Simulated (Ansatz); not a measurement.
`[SiH3]CS[SiH3]` + `N=C=O` → `O=C=NC[SiH3]` + `[SiH3]S` at 400 K and 1 bar (substitution at a C–S bond).

Calculated with Ansatz (gas phase, PBE0-D4/def2-TZVP geometries, no zero-point term in ΔE). CCSD(T)/CBS is the MP2 limit (def2-TZVPP, def2-QZVPP) plus CCSD(T) − MP2 in def2-TZVPP, frozen cores. This one scheme is used for every species. Each species was taken in one conformer, which may not be the lowest.

| species | CCSD(T)/CBS energy (Eh) | H − E (kJ/mol) | S (J/(mol·K)) |
| --- | --- | --- | --- |
| `[SiH3]CS[SiH3]` | -1018.80686 | 243.6 | 403.6 |
| `N=C=O` | -168.51995 | 72.4 | 252.4 |
| `O=C=NC[SiH3]` | -498.04314 | 204.0 | 371.8 |
| `[SiH3]S` | -689.27336 | 109.8 | 293.0 |

H − E and S are ideal-gas, rigid-rotor, harmonic terms from PBE0-D4/def2-TZVP, for one conformer and one mirror image of each species. 1 Eh = 2625.50 kJ/mol, R = 8.31446 J/(mol·K).

Problem. By hand: ΔE, ΔH, ΔS and ΔG.

Solution. ΔE = (-498.04314) + (-689.27336) − (-1018.80686) − (-168.51995) = 0.01031 Eh = 27.1 kJ/mol. Δ(H − E) = 204.0 + 109.8 − 243.6 − 72.4 = -2.2, so ΔH = 24.9 kJ/mol. ΔS = 371.8 + 293.0 − 403.6 − 252.4 = 8.8 J/(mol·K). ΔG = 24.9 − 400 × (8.8)/1000 = 21.4 kJ/mol.

Problem. By hand: the equilibrium constant, and the temperature at which ΔG would vanish if ΔH and ΔS stayed fixed.

Solution. log₁₀ K = −ΔG/(RT ln 10) = -2.8. ΔG = 0 at ΔH/ΔS = 2830 K, far beyond where these terms or the molecules hold.

The number of gas molecules stays the same, so ΔS is small and ΔH decides. A doubt of 5 kJ/mol in ΔE shifts log₁₀ K by 0.7 here. Other conformers and mirror images would add mixing entropy, several J/(mol·K) or more a flexible species. Modes under 60 cm⁻¹, often nearly free rotors, make the harmonic entropy too high. These are equilibria of isolated gas molecules and say nothing of rates. Largest T1 diagnostic: 0.018 (customary marks: 0.02 for closed shells, 0.045 for open ones).
